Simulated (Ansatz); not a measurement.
Consider the cleavage of the P–Si bond: `B[SiH](N)P` + `OB(F)F` → `FB(F)OP` + `B[SiH2]N`.

Calculated with Ansatz (gas phase, PBE0-D4/def2-TZVP geometries, no zero-point term in ΔE). CCSD(T)/CBS adds triple-zeta CCSD(T) − MP2 to the extrapolated MP2 energy (def2 sets, frozen cores). This one scheme is used for every species. Functionals use def2-TZVPP. HSE06 is defined as in plane-wave codes. One conformer a species, not always the lowest.

Is it downhill or uphill in electronic energy at CCSD(T)/CBS, and by how much? (An estimate is asked.)

Computed: Uphill: ΔE = +65.0 kJ/mol.

What do these levels give: revPBE-D4, BLYP-D4, B97M-V, r2SCANh-D4, HSE06-D4, revPBE, r2SCAN0, HSE06, SCS-MP2/def2-TZVPP, CCSD/def2-TZVPP, MP2/def2-QZVPP, CCSD/CBS(def2)? (Estimate.)

The calculation gave: revPBE-D4 97.2, BLYP-D4 63.3, B97M-V 75.1, r2SCANh-D4 82.3, HSE06-D4 89.0, revPBE 85.6, r2SCAN0 77.4, HSE06 84.9, SCS-MP2/def2-TZVPP 48.2, CCSD/def2-TZVPP 49.4, MP2/def2-QZVPP 72.7, CCSD/CBS(def2) 51.9 kJ/mol.

What do rigid-rotor, harmonic-oscillator terms from PBE0-D4/def2-TZVP frequencies (298.15 K, 1 bar) make of the CCSD(T)/CBS value? (An estimate is asked.)

The calculation gave: ΔZPE = -9.4 kJ/mol, ΔH = +57.7 kJ/mol, ΔS = 31 J/(mol·K), ΔG = +48.6 kJ/mol. Modes under 50 cm⁻¹ make the entropy rough.

Largest T1 diagnostic among the species: 0.016.

From PBE to PBE0 (25 % exact exchange), in def2-TZVPP and without D4, ΔE moves by −10.6 kJ/mol. Leaving LDA and LC-ωPBE aside and taking each functional with its dispersion term where it has one, the values, not all of them listed here, spread over 60.1 kJ/mol, from BHLYP-D4 to PBE-D4. LDA lies +24.3 kJ/mol from PBE without D4. In def2-TZVPP, CCSD(T) changes the Hartree–Fock value by +75.0 kJ/mol (the triples alone add +13.1 kJ/mol) and MP2 by +84.5 kJ/mol.
